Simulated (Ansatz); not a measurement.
`O[SiH2][NH][GeH3]`, relaxed with RKS PBE-D4/def2-SVP in the Gaussian-basis code of Ansatz from a rough embedded geometry. The force threshold is 0.03 eV/Å; the program also tests the step.

Charge 0, multiplicity 1.

Start:

```xyz
11

O     1.972    0.282   -0.729
Si    0.893   -0.932   -0.432
N    -0.219   -0.446    0.923
Ge   -1.249    1.024    0.317
H     2.469    0.387    0.107
H     1.533   -2.175   -0.048
H     0.063   -1.216   -1.633
H    -0.920   -1.211    1.092
H    -1.997    0.580   -0.970
H    -2.216    1.475    1.394
H    -0.329    2.232   -0.020
```

```json
{"step": "1", "energy (eV)": "-68019.0439", "largest force (eV/Å)": "1.689", "largest move (Å)": "0.000"}
{"step": "2", "energy (eV)": "-68019.2565", "largest force (eV/Å)": "0.972", "largest move (Å)": "0.168"}
{"step": "3", "energy (eV)": "-68019.3490", "largest force (eV/Å)": "0.793", "largest move (Å)": "0.153"}
{"step": "4 (rejected)", "energy (eV)": "-68019.2898", "largest force (eV/Å)": "3.208", "largest move (Å)": "0.200"}
{"step": "5", "energy (eV)": "-68019.4138", "largest force (eV/Å)": "0.411", "largest move (Å)": "0.097"}
{"step": "6", "energy (eV)": "-68019.4350", "largest force (eV/Å)": "0.190", "largest move (Å)": "0.100"}
{"step": "7", "energy (eV)": "-68019.4384", "largest force (eV/Å)": "0.146", "largest move (Å)": "0.072"}
{"step": "8", "energy (eV)": "-68019.4414", "largest force (eV/Å)": "0.102", "largest move (Å)": "0.047"}
{"step": "9", "energy (eV)": "-68019.4420", "largest force (eV/Å)": "0.089", "largest move (Å)": "0.020"}
{"step": "10", "energy (eV)": "-68019.4438", "largest force (eV/Å)": "0.018", "largest move (Å)": "0.069"}
{"step": "11 (rejected)", "energy (eV)": "-68019.4428", "largest force (eV/Å)": "0.480", "largest move (Å)": "0.197"}
{"step": "12", "energy (eV)": "-68019.4461", "largest force (eV/Å)": "0.055", "largest move (Å)": "0.096"}
{"step": "13", "energy (eV)": "-68019.4481", "largest force (eV/Å)": "0.208", "largest move (Å)": "0.097"}
{"step": "14", "energy (eV)": "-68019.4497", "largest force (eV/Å)": "0.254", "largest move (Å)": "0.065"}
{"step": "15", "energy (eV)": "-68019.4524", "largest force (eV/Å)": "0.305", "largest move (Å)": "0.092"}
{"step": "16", "energy (eV)": "-68019.4551", "largest force (eV/Å)": "0.365", "largest move (Å)": "0.097"}
{"step": "17", "energy (eV)": "-68019.4593", "largest force (eV/Å)": "0.315", "largest move (Å)": "0.081"}
{"step": "18 (rejected)", "energy (eV)": "-68019.4552", "largest force (eV/Å)": "0.402", "largest move (Å)": "0.090"}
{"step": "19", "energy (eV)": "-68019.4644", "largest force (eV/Å)": "0.124", "largest move (Å)": "0.045"}
{"step": "20", "energy (eV)": "-68019.4675", "largest force (eV/Å)": "0.044", "largest move (Å)": "0.100"}
{"step": "21", "energy (eV)": "-68019.4693", "largest force (eV/Å)": "0.090", "largest move (Å)": "0.110"}
{"step": "22", "energy (eV)": "-68019.4702", "largest force (eV/Å)": "0.089", "largest move (Å)": "0.054"}
{"step": "23", "energy (eV)": "-68019.4714", "largest force (eV/Å)": "0.035", "largest move (Å)": "0.054"}
{"step": "24", "energy (eV)": "-68019.4717", "largest force (eV/Å)": "0.024", "largest move (Å)": "0.034"}
{"step": "25", "energy (eV)": "-68019.4720", "largest force (eV/Å)": "0.020", "largest move (Å)": "0.044"}
```

End:

```xyz
11

O     2.106   -0.107   -0.995
Si    0.830   -1.067   -0.455
N    -0.260   -0.300    0.666
Ge   -1.430    1.097    0.305
H     2.720    0.185   -0.299
H     1.334   -2.295    0.262
H     0.107   -1.394   -1.724
H    -0.143   -0.525    1.659
H    -1.620    1.107   -1.231
H    -2.778    0.832    1.031
H    -0.866    2.467    0.780
```

Run time 29 s (4 threads of an Arm Neoverse V2 on a shared host); peak host memory 0.16 GiB.
